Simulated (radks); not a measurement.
Spherical quantum dot in the effective-mass picture: electrons in a hard-walled sphere of radius 1.68, with a point charge +2 (a donor) at the centre, all in effective atomic units (hartree* = m*/eps^2 hartree, bohr* = eps/m* bohr), one dielectric constant everywhere. Method: non-relativistic Kohn-Sham, PBEsol, spin-polarised, spherical densities; computed with a radial shooting solver with Libxc functionals. Levels are named by radial order and angular momentum (1s, 1p, 1d, 2s, ...), and open shells are averaged over m. Results are scaled to m* = 0.042 and eps = 8.1, for which hartree* = 17.42 meV and bohr* = 10.21 nm.

N = 21, configuration 1s2 1p6 1d10 2s2 1f(up 1, down 0). This is the lowest configuration that the search found. Occupied and some empty levels:

level,occupation,eigenvalue (meV),<r> (nm)
1s up,1,289.09,9.271
1s down,1,289.47,9.245
1p up,3,315.83,11.01
1p down,3,316.36,11.00
1d up,5,349.64,11.73
1d down,5,350.23,11.73
2s up,1,361.81,7.672
2s down,1,362.08,7.690
1f up,1,392.52,12.23
1f down,0,393.15,12.23
2p up,0,439.21,8.859
2p down,0,439.50,8.861
1g up,0,444.08,12.61
1g down,0,444.74,12.61
2d up,0,511.12,9.703
2d down,0,511.47,9.703

Energy (meV): total 3981.68, kinetic 1922.1, external -813.88, Hartree 3214.8, exchange-correlation -341.40.
